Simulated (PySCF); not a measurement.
C4H7, SMILES [CH2]C(=C)C, multiplicity 2.

Geometry optimised at B3LYP-D3(BJ)/def2-SVP. The isomer is the one that the SMILES or the coordinates give; other isomers of the formula were not compared.

The numbers are results of PySCF 2.14.0 with TDA-PBE/def2-SVPD, not measurements.

Vertical excitations. Isolated molecule, no solvent.

Computed excitation energies, oscillator strengths and character:
| state | energy (eV) | λ (nm) | f | main pairs |
|---|---|---|---|---|
| root 1 | 3.49 | 355 | 0.007 | α HOMO→LUMO 32 %, β HOMO→LUMO 67 % |
| root 2 | 4.73 | 262 | 0.000 | α HOMO→LUMO+1 100 % |
| root 3 | 5.29 | 234 | 0.000 | β HOMO−1→LUMO 99 % |
| root 4 | 5.58 | 222 | 0.277 | α HOMO→LUMO 58 %, β HOMO→LUMO 25 % |
| root 5 | 5.69 | 218 | 0.011 | α HOMO→LUMO+3 31 %, β HOMO−2→LUMO 53 %, β HOMO−3→LUMO 14 % |
| root 6 | 5.69 | 218 | 0.018 | α HOMO→LUMO+2 93 % |
| root 7 | 5.75 | 216 | 0.008 | α HOMO→LUMO+3 62 %, β HOMO−2→LUMO 38 % |
| root 8 | 5.80 | 214 | 0.002 | α HOMO→LUMO+3 6 %, β HOMO−3→LUMO 86 % |
| root 9 | 6.30 | 197 | 0.001 | α HOMO−1→LUMO 42 %, β HOMO→LUMO+1 34 %, β HOMO→LUMO+2 21 % |
| root 10 | 6.49 | 191 | 0.004 | α HOMO→LUMO+4 98 % |
Unrestricted roots are not spin-pure.
